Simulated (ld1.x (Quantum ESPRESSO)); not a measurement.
**Building the TM potential for Ru (PBEsol, fully relativistic).**

Ru (Z = 44), norm-conserving Troullier–Martins (Kleinman–Bylander form), made with ld1.x (Quantum ESPRESSO) 7.5 (PBEsol, fully relativistic). Core [Kr], reference 4d7 5s1 5p0. Waves: 5p (bound, empty): rc 2.90 bohr; 4d (bound): rc 1.90 bohr; 5s (bound): rc 2.40 bohr. Local part: the s channel. Core correction: none.

Open shells are filled in proportion to 2j + 1 (rel_dist='average').

Poles of the logarithmic derivatives, all-electron (AE) and pseudo (PS). s: poles at 0.9 (AE) and 0.9, 4.8 (PS) Ry. p1/2: poles at 1.7 (AE) and 1.6 (PS) Ry. p3/2: poles at 1.8 (AE) and 1.7 (PS) Ry. d3/2: poles at -0.2, 3.6 (AE) and -0.2, 4.4 (PS) Ry. d5/2: poles at -0.2, 3.6 (AE) and -0.2, 4.5 (PS) Ry. Test radius 3.15 bohr.

- Cutoffs needed: 50 Ry and 55 Ry (the cutoffs (Ry, on a coarse ladder) from which the occupation-weighted sum of valence levels, in a spherical-Bessel basis at the reference potential, stays within 10 and 1 mRy of its value at 400 Ry)
- Ghost test: no extra level below or beside the all-electron valence levels (p1/2, p3/2, d3/2, d5/2, s, f tested) (spherical-Bessel basis up to 400 Ry, 20 bohr box)
- Largest excitation error: -1079 meV (all-electron minus pseudo) for 4d4 5s0 5p0, out of 7 test configurations
